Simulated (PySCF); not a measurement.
**Threshold energies of SiI in a plasma**

CCSD(T) in PySCF with def2-TZVPPD on every atom (core potentials on I), for the lowest determinant that a PBE0 search found; no spin–orbit coupling.

| species | state (unpaired electrons) | Re (Å) | ωe (cm⁻¹) | energy of the minimum from the neutral (eV) | De (eV) | dissociates to |
| --- | --- | --- | --- | --- | --- | --- |
| SiI | doublet (π ↑) | 2.449 | 360 | 0.00 | 3.12 | Si + I |
| SiI⁺ | singlet (closed shell) | 2.319 | 455 | 7.07 | 4.16 | Si⁺ + I |
| SiI⁻ | triplet (π ↑↑) | 2.675 | 238 | -1.50 | 1.48 | Si + I⁻ |

Work out the lowest energy to break SiI into atoms, from its vibrational ground state.

D0 = De − ωe/2 = 3.12 − 0.02 = 3.10 eV (CCSD(T)/def2-TZVPPD).

Work out the ionisation energy of the Si atom at this level and the threshold of dissociative ionisation.

IE(Si) = 7.07 + 4.16 − 3.12 = 8.11 eV, so Si⁺ + I + e⁻ appears at D0 + IE(Si) = 11.21 eV (CCSD(T)/def2-TZVPPD). The measured IE(Si) is 8.152 eV (NIST ASD).

Work out the electron affinity of the I atom and the threshold of dissociative attachment.

EA(I) = 3.12 − 1.48 − (-1.50) = 3.14 eV, so Si + I⁻ needs D0 − EA(I) = -0.04 eV (negative: it is exothermic at zero electron energy) (CCSD(T)/def2-TZVPPD). The measured EA(I) is 3.059 eV.

At which energy does ion-pair formation open?

Si⁺ + I⁻ lies at D0 + IE(Si) − EA(I) = 8.07 eV (CCSD(T)/def2-TZVPPD).

These are thermodynamic thresholds; the onsets seen under electron impact lie higher where the geometry changes, and cross-sections peak well above them.

Correlated steps freeze 9 core orbitals. Spin–orbit coupling is left out, which matters for elements this heavy, above all for dissociation energies. For an ion De counts to the pair picked by the measured ionisation energies or electron affinities, which need not be the lowest pair at this level. Where the molecule has an RHF reference, its open-shell atoms are computed with UHF. States were picked by a PBE0 search and need not be the measured ground states.
